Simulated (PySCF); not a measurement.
# HfI₃: fields on a plane

Level of theory: UPBE0/[Hf def2-SVP with ECP60, I def2-SVP with ECP28], scalar-relativistic core potentials, density fitting, no spin–orbit coupling, PySCF.

The doublet minimum has Hf–I 2.690 Å (×3); I–Hf–I 120.0° (×3).

The plane holds Hf1 at (0.00, 0.00), I2 at (2.69, 0.00), I3 at (-1.35, 2.33), I4 at (-1.35, -2.33) Å. Columns run from x = -3.45 to 4.95 Å, rows from y = 4.65 (top) to -4.35 Å, in steps of 0.3 Å. Other isomers or separated fragments may lie lower. Core electrons replaced by a potential are absent, the electrostatic potential uses the reduced nuclear charge, and values within about 0.7 Å of such atoms have no physical meaning.

Task: Give the electron density (e/Å³) (cut at 5 e/Å³). Every second row and column.

Result: 
```
0.00 0.00 0.00 0.01 0.01 0.00 0.00 0.00 0.00 0.00 0.00 0.00 0.00 0.00 0.00
0.00 0.01 0.03 0.05 0.06 0.03 0.01 0.00 0.00 0.00 0.00 0.00 0.00 0.00 0.00
0.01 0.03 0.16 0.41 0.42 0.18 0.04 0.01 0.00 0.00 0.00 0.00 0.00 0.00 0.00
0.01 0.10 0.59 4.90 5.00 0.63 0.12 0.02 0.00 0.00 0.00 0.00 0.00 0.00 0.00
0.02 0.14 0.92 5.00 5.00 0.95 0.17 0.03 0.01 0.01 0.01 0.01 0.01 0.00 0.00
0.01 0.09 0.48 1.80 1.85 0.60 0.16 0.04 0.04 0.06 0.09 0.07 0.03 0.01 0.00
0.01 0.03 0.13 0.33 0.44 0.46 0.41 0.13 0.13 0.33 0.59 0.45 0.14 0.03 0.00
0.00 0.01 0.03 0.08 0.30 3.23 4.94 1.03 0.37 1.08 5.00 3.56 0.42 0.06 0.01
0.00 0.01 0.02 0.06 0.37 4.91 0.06 1.79 0.47 1.72 5.00 5.00 0.54 0.07 0.01
0.00 0.02 0.06 0.15 0.29 1.05 1.83 0.39 0.24 0.64 1.64 1.01 0.26 0.04 0.01
0.01 0.06 0.27 0.68 0.77 0.45 0.18 0.06 0.07 0.15 0.24 0.18 0.06 0.01 0.00
0.02 0.12 0.74 5.00 5.00 0.80 0.17 0.04 0.02 0.03 0.03 0.03 0.01 0.00 0.00
0.02 0.13 0.85 5.00 5.00 0.88 0.15 0.03 0.01 0.00 0.01 0.00 0.00 0.00 0.00
0.01 0.06 0.33 1.02 1.04 0.37 0.07 0.01 0.00 0.00 0.00 0.00 0.00 0.00 0.00
0.00 0.02 0.06 0.15 0.16 0.07 0.02 0.01 0.00 0.00 0.00 0.00 0.00 0.00 0.00
0.00 0.00 0.01 0.02 0.02 0.01 0.00 0.00 0.00 0.00 0.00 0.00 0.00 0.00 0.00
```

Task: Give the spin density (e/Å³) (cut at ±0.5 e/Å³). Lower edges of the bins (e/Å³): '0' -0.003, '1' 0.014, '2' 0.031, '3' 0.048, '4' 0.065, '5' 0.082, '6' 0.099, '7' 0.117, '8' 0.134, '9' 0.151; top 0.17.

Result: 
```
00000000000000000000000000000
00000000000000000000000000000
00000000000000000000000000000
00000000000000000000000000000
00000000000000000000000000000
00000000000000000000000000000
00000000000000000000000000000
00000000000000000000000000000
00000000000000000000000000000
00000000000000000000000000000
00000000000000000000000000000
00000000000000000000000000000
00000000011111000000000000000
00000000024653100000000000000
00000000139998310000000000000
00000000159009620000000000000
00000000159009620000000000000
00000000139998310000000000000
00000000024653100000000000000
00000000011111000000000000000
00000000000000000000000000000
00000000000000000000000000000
00000000000000000000000000000
00000000000000000000000000000
00000000000000000000000000000
00000000000000000000000000000
00000000000000000000000000000
00000000000000000000000000000
00000000000000000000000000000
00000000000000000000000000000
00000000000000000000000000000
```

With open d or f shells other occupations or spin states may lie lower. No spin–orbit coupling is included, which matters more the heavier the element.
